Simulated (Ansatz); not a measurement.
Question: Name a neutral molecule of C, F and H with HOMO–LUMO gap (PBE/def2-TZVPP) between 9.10 and 9.40 eV and HOMO–LUMO gap (PBE0/def2-TZVPP) between 11.85 and 12.15 eV (Ansatz, PBE0-D4/def2-TZVP geometry).

Answer: `FC(F)C(F)(F)F` (9.13 eV, 11.96 eV). Other molecules can fit too; these were computed, each in one conformer that needn't be the lowest.
